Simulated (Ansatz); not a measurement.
Computed with Ansatz on PBE0-D4/def2-TZVP structures; ΔE is electronic, products minus reactants. CCSD(T)/CBS adds triple-zeta CCSD(T) − MP2 to the extrapolated MP2 energy (def2 sets, frozen cores). DFT in def2-TZVPP. For Br outer-core shells are correlated without core-valence functions, which leaves a few kJ/mol of doubt a bond. Scalar relativity is left out up to krypton. One conformer a species, not always the lowest.

Consider the redistribution: `C[O][Al]([F])[F]` + `COB(N)Br` → `C[O][Al]([F])[O]C` + `NB(F)Br`.

`C[O][Al]([F])[F]`:

Cartesian coordinates in Å:
```
C 0.613 1.059 0.424
O -0.307 0.367 -0.376
Al -0.794 -1.208 -0.579
F -1.951 -1.560 -1.678
F -0.149 -2.437 0.292
H 1.163 0.394 1.099
H 0.089 1.805 1.028
H 1.335 1.580 -0.210
```

`COB(N)Br`:

Z-matrix (Å, degrees):
```
C
O 1 1.411
H 1 1.090 2 107.3
H 1 1.093 2 111.2 3 119.4
H 1 1.093 2 111.2 3 -119.4
B 2 1.351 1 124.4 3 -179.4
Br 6 1.955 2 121.4 1 0.1
N 6 1.394 2 120.5 1 -179.9
H 8 1.003 6 123.0 2 -180.0
H 8 1.005 6 121.5 2 0.0
```

`C[O][Al]([F])[O]C`:

```xyz
12

C     1.136    1.151   -1.323
O     1.130    1.240    0.070
Al    0.390    0.525    1.384
F     0.806    1.086    2.867
O    -0.733   -0.708    1.328
C    -1.398   -1.503    0.394
H     0.841    2.110   -1.761
H     0.454    0.381   -1.702
H     2.144    0.914   -1.678
H    -2.480   -1.362    0.484
H    -1.179   -2.560    0.578
H    -1.112   -1.274   -0.640
```

`NB(F)Br`:

Z-matrix (Å, degrees):
```
N
B 1 1.386
H 1 1.003 2 122.8
H 1 1.006 2 121.9 3 180.0
F 2 1.326 1 121.0 3 -180.0
Br 2 1.931 1 120.9 3 0.0
```

```tsv
level	ΔE (kJ/mol)
r2SCAN-D4	41.9
PBE0-D4	41.4
ωB97X-V	42.1
ωB97M-V	42.8
PBE	40.4
PBE0	40.5
CCSD/def2-TZVPP	43.3
CCSD/CBS(def2)	47.0
```

**Question.** What does CCSD(T)/CBS give? (An estimate is asked.)

**Answer.** Computed: +48.3 kJ/mol. The listed levels differ from it by -6.4, -6.9, -6.2, -5.5, -7.9, -7.8, -5.0, -1.3 kJ/mol.

Largest T1 diagnostic among the species: 0.012.

In def2-TZVPP, CCSD(T) changes the Hartree–Fock value by +8.3 kJ/mol (the triples alone add +1.3 kJ/mol) and MP2 by +12.4 kJ/mol.
